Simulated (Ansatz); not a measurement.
K2F2⁻. Charge -1, multiplicity 2. Geometry PBE0-D4/def2-TZVP, that of the neutral singlet; atoms count from 1.

Cartesian coordinates in Å:
```
K 0.817 1.319 0.793
K -0.816 -1.319 -0.793
F -1.220 0.990 -0.390
F 1.220 -0.990 0.390
```

The highest occupied level of the charge -1 doublet lies above zero (up to 0.69 eV). Energy differences put its binding near zero (0.02 eV; vertical, to the charge 0 singlet, at PBE0-D4/def2-TZVPD), which leaves it undecided. The structure comes from a short search, and lower isomers may exist.

Question: Estimate the Mulliken populations from the PBE0/def2-TZVPD orbitals of Ansatz.

Answer: 
```csv
atom,charge (e),spin (α − β)
K1,0.45,0.50
K2,0.45,0.50
F3,-0.95,0.00
F4,-0.95,0.00
```
Mulliken values and Mayer orders depend strongly on the basis. With diffuse functions, as here, like atoms can get unlike values, and bond orders can come out too low or too high.

Question: Where does the spin sit?

Answer: Summed by element: K 1.00, F 0.00, of 1 unpaired in all. Largest on single atoms: K2 0.50, K1 0.50, F4 0.00.

Question: And the Mayer bond orders between bonded heavy atoms (over 0.3)?

Answer: K1–K2 0.49 (3.48 Å).
